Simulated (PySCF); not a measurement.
C3H5FOSi, SMILES C#C[Si@H](O)CF.

Geometry optimised at PBE-D3(BJ)/def2-SVP. The structure was generated by enumeration; whether it is a known compound was not checked. Other conformers were not sampled.

All values below come from TDDFT-ωB97X/def2-SVPD (PySCF).

Vertical excitations. 

Computed excitation energies, oscillator strengths and character:
```csv
state,energy (eV),λ (nm),f,main pairs
S1,5.74,216,0.001,"HOMO→LUMO 52 %, HOMO−2→LUMO 10 %, HOMO−1→LUMO+1 9 %, HOMO−1→LUMO 8 %"
S2,6.11,203,0.001,"HOMO−1→LUMO 35 %, HOMO→LUMO+1 22 %, HOMO−1→LUMO+1 13 %, HOMO→LUMO 6 %"
S3,6.20,200,0.001,"HOMO−1→LUMO+1 59 %, HOMO→LUMO+1 11 %"
S4,7.32,169,0.018,"HOMO−2→LUMO 59 %, HOMO→LUMO 20 %"
S5,7.85,158,0.011,HOMO−3→LUMO 80 %
S6,8.26,150,0.422,"HOMO→LUMO+1 49 %, HOMO−2→LUMO+1 18 %, HOMO−1→LUMO 16 %"
S7,8.46,146,0.062,HOMO→LUMO+2 62 %
S8,8.51,146,0.133,"HOMO−1→LUMO+2 42 %, HOMO−2→LUMO+1 13 %, HOMO−1→LUMO 13 %"
S9,8.74,142,0.068,"HOMO−4→LUMO 34 %, HOMO−3→LUMO+1 17 %, HOMO−1→LUMO+2 15 %, HOMO−1→LUMO+3 7 %"
S10,8.85,140,0.023,"HOMO−3→LUMO+1 45 %, HOMO−4→LUMO 26 %"
T1,4.82,257,0,"HOMO−1→LUMO 36 %, HOMO→LUMO+1 21 %, HOMO−2→LUMO+1 8 %, HOMO−1→LUMO+2 6 %"
T2,5.31,234,0,"HOMO→LUMO 38 %, HOMO−1→LUMO+1 13 %, HOMO−1→LUMO 10 %, HOMO−2→LUMO 8 %"
T3,5.37,231,0,"HOMO→LUMO+1 30 %, HOMO−1→LUMO 22 %, HOMO−1→LUMO+1 11 %, HOMO−2→LUMO+1 9 %"
T4,5.92,209,0,"HOMO−1→LUMO+1 56 %, HOMO→LUMO 16 %"
```
Triplets are in the Tamm–Dancoff approximation, which puts them higher than full response would, so one can lie above its singlet here.
